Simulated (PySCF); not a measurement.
**Dipole response of Ag⁺ (silver, charge +1)**

[Kr] 4d10, closed-shell 1S. Calculation: PySCF 2.14, in def2-TZVPPD with the def2 core potential (28 electrons) (6s4p3d2f1g, 56 functions); scalar relativity through the core potential. Coupled (time-dependent) response in atomic units; α is the mean over directions.

| method | mean α (bohr³) | C₆ (like pair) | S(−4) |
| --- | --- | --- | --- |
| UHF | 6.861 | 32.77 | 20.39 |
| PBE | 8.293 | 38.63 | 38.23 |
| PBE0 | 7.775 | 36.64 | 30.70 |
| BLYP | 8.435 | 38.92 | 40.94 |
| MN15 | 7.894 | 36.89 | 31.45 |

S(−4) is the Cauchy moment in α(ω) = α(0) + S(−4) ω² + …

α(iu) at BLYP:

| u (hartree) | α(iu) (bohr³) |
| --- | --- |
| 0 | 8.435 |
| 0.0500 | 8.335 |
| 0.100 | 8.055 |
| 0.200 | 7.174 |
| 0.300 | 6.222 |
| 0.500 | 4.779 |
| 0.750 | 3.748 |
| 1.00 | 3.135 |
| 1.50 | 2.371 |
| 2.00 | 1.854 |
| 3.00 | 1.180 |
| 5.00 | 0.5568 |

For an ion, C₆ is the dispersion term alone; charge-induced terms of lower order in 1/R come first.

Energies and moments cover only the electrons outside the core potential.
